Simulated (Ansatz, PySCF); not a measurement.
C3H5BO2, SMILES C=CB(O)C=O.

Coordinates come from a r2SCAN-D4/def2-SVP optimisation. This is a generated structure with no PubChem entry under its InChIKey; it may be hypothetical. The values are those of a single conformer.

Vertical ionisation energy (IE) and electron affinity (EA) in eV. Rows of orbital energies are one-electron estimates. Where ΔSCF, EOM or ADC give a negative EA the extra electron is unbound and the value depends on the basis.

```
level                                                                   IE    EA
--------------------------------------------------------------------  ----  ----
−ε(HOMO), −ε(LUMO), r2SCAN/def2-TZVP (PySCF)                          6.15  3.44
−ε(HOMO), −ε(LUMO), PBE/def2-TZVP (PySCF)                             5.87  3.58
ΔSCF, PBE0/def2-TZVPD (Ansatz), final states of multiplicity 2 and 2  9.73  0.81
ΔSCF, PBE/def2-TZVPD (Ansatz), final states of multiplicity 2 and 2   9.32  0.91
```

What vertical singlet–triplet gap does ΔSCF give with PBE0/def2-TZVPD (Ansatz, an electronic-structure program) and with PBE/def2-TZVPD (Ansatz)? (Estimate from the structure and the level; the computed values follow.)

2.20 and 2.08 eV (triplet above singlet where positive).
